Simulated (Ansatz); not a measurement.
Gas-phase electronic energies from Ansatz, PBE0-D4/def2-TZVP geometries. CCSD(T)/CBS adds triple-zeta CCSD(T) − MP2 to the extrapolated MP2 energy (def2 sets, frozen cores). For Se outer-core shells are correlated without core-valence functions, which leaves a few kJ/mol of doubt a bond. Scalar relativity is left out up to krypton. One conformer a species, not always the lowest.

Consider the redistribution: `CO[B]([AlH2])[SiH3]` + `C[SiH2][SiH2][SeH]` → `C[SiH2][B]([AlH2])[SiH3]` + `CO[SiH2][SeH]`.

`CO[B]([AlH2])[SiH3]`:

Cartesian coordinates in Å:
```
C 0.365 0.467 -2.175
O 0.362 -0.481 -1.131
B 0.028 -0.204 0.143
Al -0.543 1.699 0.980
Si 0.069 -1.799 1.419
H -0.351 0.158 -2.939
H 1.362 0.507 -2.616
H 0.092 1.463 -1.803
H -2.070 2.049 1.283
H 0.553 2.741 1.491
H 0.523 -1.360 2.773
H 0.934 -2.932 0.984
H -1.324 -2.310 1.592
```

`C[SiH2][SiH2][SeH]`:

Z-matrix (Å, degrees):
```
C
Si 1 1.873
H 1 1.092 2 110.7
H 1 1.092 2 110.8 3 -120.2
H 1 1.092 2 110.3 3 119.6
Si 2 2.338 1 110.3 3 -64.0
H 2 1.491 1 110.6 3 177.8
H 2 1.491 1 111.1 3 58.3
Se 6 2.293 2 108.9 1 -57.7
H 6 1.488 2 112.1 1 56.1
H 6 1.489 2 112.8 1 178.6
H 9 1.470 6 93.1 2 -53.0
```

`C[SiH2][B]([AlH2])[SiH3]`:

Z-matrix (Å, degrees):
```
C
Si 1 1.887
H 1 1.092 2 111.3
H 1 1.092 2 109.7 3 -119.7
H 1 1.092 2 110.9 3 120.8
B 2 2.004 1 105.0 3 -60.1
H 2 1.493 1 109.0 3 62.9
H 2 1.493 1 109.5 3 179.5
Si 6 1.996 2 114.0 1 -83.9
Al 6 2.089 2 122.3 1 95.0
H 9 1.491 6 114.3 2 26.1
H 9 1.490 6 116.3 2 152.8
H 9 1.497 6 102.4 2 -90.2
H 10 1.593 6 119.6 2 -82.6
H 10 1.592 6 121.1 2 96.4
```

`CO[SiH2][SeH]`:

Cartesian coordinates in Å:
```
C -0.727 1.137 1.032
O 0.257 0.692 0.124
Si 0.066 -0.656 -0.789
Se 2.009 -1.161 -1.830
H -1.605 1.528 0.507
H -1.051 0.333 1.703
H -0.297 1.939 1.633
H -0.382 -1.773 0.084
H -0.917 -0.446 -1.884
H 2.648 -1.592 -0.580
```

| level | ΔE (eV) |
| --- | --- |
| CCSD/def2-TZVPP | 0.34 |
| SCS-MP2/def2-QZVPP | 0.32 |

Problem. What does CCSD(T)/CBS give? (Best estimate.)

Solution. Computed: +0.35 eV. The listed levels differ from it by -0.01, -0.03 eV.

Largest T1 diagnostic among the species: 0.015.

In def2-TZVPP, CCSD(T) changes the Hartree–Fock value by +0.16 eV (the triples alone add +0.04 eV) and MP2 by +0.13 eV. From PBE to PBE0 (25 % exact exchange), in def2-TZVPP and without D4, ΔE moves by −0.08 eV.
